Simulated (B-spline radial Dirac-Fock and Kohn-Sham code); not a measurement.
## Auger parameter of barium: the K level and its strongest K-LL line

These are calculated numbers from a radial atomic solver; the model is multi-electron Dirac-Fock with separately optimised hole states, Breit and Lamb-shift corrections added in first order. The modified Auger parameter α′ is the binding energy plus the kinetic energy of the Auger electron; it does not depend on the energy zero. For free ions it tends to fall with charge, since less charge screens the final holes.

```tsv
species	configuration	binding 1s (eV)	Auger line	kinetic (eV)	α′ (eV)
Ba	[Xe] 6s2	37447.0	L2L3 J=2	26380.2	63827.2
Ba	[Xe] 5d2	37443.3	L2L3 J=2	26386.3	63829.6
Ba⁺	[Xe] 6s1	37453.2	L2L3 J=2	26372.7	63825.9
Ba²⁺	[Kr] 4d10 5s2 5p6	37460.4	L2L3 J=2	26364.4	63824.8
Ba²⁺ (Watson 2.7 Å)	[Kr] 4d10 5s2 5p6	37449.8	L2L3 J=2	26375.0	63824.8
Ba²⁺ (Watson 3 Å)	[Kr] 4d10 5s2 5p6	37450.8	L2L3 J=2	26374.0	63824.8
Ba³⁺	[Kr] 4d10 5s2 5p5	37474.8	L2L3 J=2	26349.1	63823.8
Ba⁴⁺	[Kr] 4d10 5s2 5p4	37490.1	L2L3 J=2	26333.0	63823.0
Ba⁵⁺	[Kr] 4d10 5s2 5p3	37506.3	L2L3 J=2	26316.2	63822.5
Ba⁶⁺	[Kr] 4d10 5s2 5p2	37523.4	L2L3 J=2	26298.4	63821.8
Ba⁷⁺	[Kr] 4d10 5s2 5p1	37541.4	L2L3 J=2	26280.0	63821.4
```
